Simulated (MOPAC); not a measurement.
MOPAC input (PM6):

```
PM6 1SCF GEO-OK AUX(PRECISION=9) THREADS=1
H2Sn

Sn    0.00624545 1    0.00001533 1    0.04778301 1
H    -0.14809190 1   -1.26562731 1   -1.19522083 1
H    -0.16418077 1    1.26486076 1   -1.19392983 1
```

Output:

```
 *******************************************************************************
 **                                                                           **
 **                              MOPAC v23.2.5                                **
 **                                                                           **
 *******************************************************************************
 ** MOPAC's Digital Object Identifier: https://doi.org/10.5281/zenodo.6511958 **
 **                                                                           **
 ** Please cite the open-source release paper for use of this MOPAC version:  **
 ** J. E. Moussa and J. J. P. Stewart (2026)                                  **
 ** MOPAC: An open-source semiempirical molecular orbital program             **
 ** J. Open Source Softw., 11(119), 8025, https://doi.org/10.21105/joss.08025 **
 *******************************************************************************

                              PM6 CALCULATION RESULTS

 *******************************************************************************
 *  PM6        - The PM6 Hamiltonian to be used
 *  GEO-OK     - OVERRIDE INTERATOMIC DISTANCE AND OTHER SAFETY CHECKS
 *  1SCF       - DO 1 SCF AND THEN STOP
 *  AUX        - OUTPUT AUXILIARY INFORMATION
 *******************************************************************************
PM6 1SCF GEO-OK AUX(PRECISION=9) THREADS=1
 H2Sn

   ATOM   CHEMICAL          X               Y               Z
  NUMBER   SYMBOL      (ANGSTROMS)     (ANGSTROMS)     (ANGSTROMS)

     1      Sn          0.00624545  *   0.00001533  *   0.04778301  *
     2       H         -0.14809190  *  -1.26562731  *  -1.19522083  *
     3       H         -0.16418077  *   1.26486076  *  -1.19392983  *

          CARTESIAN COORDINATES

    NO.       ATOM           X           Y           Z

     1        Sn          0.0062      0.0000      0.0478
     2         H         -0.1481     -1.2656     -1.1952
     3         H         -0.1642      1.2649     -1.1939

 General Reference for PM6:
 "Optimization of Parameters for Semiempirical Methods V: Modification of NDDO Approximations
 and Application to 70 Elements", J. J. P. Stewart, J. Mol. Mod., 13, 1173-1213 (2007)
 URL: https://link.springer.com/article/10.1007/s00894-007-0233-4

           Empirical Formula: H2 Sn  =     3 atoms

      MOLECULAR POINT GROUP   :   C2v

      RHF CALCULATION, NO. OF DOUBLY OCCUPIED LEVELS = 3

 -------------------------------------------------------------------------------
 PM6 1SCF GEO-OK AUX(PRECISION=9) THREADS=1
 H2Sn

     1SCF WAS SPECIFIED, SO BFGS WAS NOT USED
     SCF FIELD WAS ACHIEVED

                              PM6 CALCULATION
                                                       MOPAC v23.2.5 Linux

          FINAL HEAT OF FORMATION =         61.88867 KCAL/MOL =     258.94219 KJ/MOL

          COSMO AREA              =         83.99 SQUARE ANGSTROMS
          COSMO VOLUME            =         71.16 CUBIC ANGSTROMS

          IONIZATION POTENTIAL    =          8.269581 EV
          HOMO LUMO ENERGIES (EV) =         -8.270 -1.126
          NO. OF FILLED LEVELS    =          3
          MOLECULAR WEIGHT        =        120.7058         POINT GROUP:  C2v

          MOLECULAR DIMENSIONS (Angstroms)

            Atom       Atom       Distance
            H     3    H     2     2.53054
            H     2   Sn     1     1.25293
           Sn     1    H     3     0.00000

          SCF CALCULATIONS        =          1

   ATOM   CHEMICAL          X               Y               Z
  NUMBER   SYMBOL      (ANGSTROMS)     (ANGSTROMS)     (ANGSTROMS)

     1      Sn          0.00624545  *   0.00001533  *   0.04778301  *
     2       H         -0.14809190  *  -1.26562731  *  -1.19522083  *
     3       H         -0.16418077  *   1.26486076  *  -1.19392983  *

                             CARTESIAN COORDINATES

   1   Sn        0.006245450     0.000015330     0.047783010
   2    H       -0.148091900    -1.265627310    -1.195220830
   3    H       -0.164180770     1.264860760    -1.193929830

           Empirical Formula: H2 Sn  =     3 atoms

      MOLECULAR POINT GROUP   :   C2v

                  EIGENVALUES
 -15.69985 -10.49655  -8.26958  -1.12568   2.82428   3.32968

              NET ATOMIC CHARGES AND DIPOLE CONTRIBUTIONS

  ATOM NO.   TYPE          CHARGE      No. of ELECS.   s-Pop       p-Pop
    1         Sn           0.118670        3.8813     1.82531     2.05602
    2          H          -0.059335        1.0593     1.05934
    3          H          -0.059335        1.0593     1.05934
 DIPOLE           X         Y         Z       TOTAL
 POINT-CHG.     0.093     0.000     0.708     0.714
 HYBRID        -0.353    -0.001    -2.700     2.723
 SUM           -0.260    -0.001    -1.992     2.009

          ATOMIC ORBITAL ELECTRON POPULATIONS

     Atom    s        px        py        pz
    1 Sn   1.82531   0.01931   0.90851   1.12820
    2  H   1.05934
    3  H   1.05934

 **********************
 *                    *
 * JOB ENDED NORMALLY *
 *                    *
 **********************

 == MOPAC DONE ==
```

The geometry given is a B3LYP-D3(BJ)/def2-TZVP minimum.
